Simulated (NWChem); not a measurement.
System: CH5FOSi; SMILES OC[SiH2]F

Input file for NWChem:

```
start job
memory heap 200 mb stack 900 mb global 1100 mb
geometry units angstroms noautoz
  O      0.610232    -1.838145     0.224088
  C     -0.377386    -1.075412    -0.432683
  Si    -0.462849     0.715555     0.147190
  F      0.888581     1.518440    -0.271181
  H      0.401986    -1.860928     1.163855
  H     -1.390515    -1.528292    -0.360422
  H     -0.132910    -1.085722    -1.508742
  H     -1.624140     1.421586    -0.468089
  H     -0.553888     0.741289     1.637964
end
basis spherical
  * library def2-tzvp
end
dft
  xc b3lyp
  iterations 150
  mulliken
end
task dft energy
```

Geometry: optimised at PBE0/def2-SVP.

### Question
Predict the main results of this run. (B3LYP/def2-TZVP.) Quantities: energy (Ha); highest occupied level (eV); orbital gap (eV); dipole (D).

### Answer
```
Item                          Result
---------------------------  -------
energy (Ha)                  -505.85
highest occupied level (eV)    -7.51
orbital gap (eV)                7.48
dipole (D)                      2.44
```
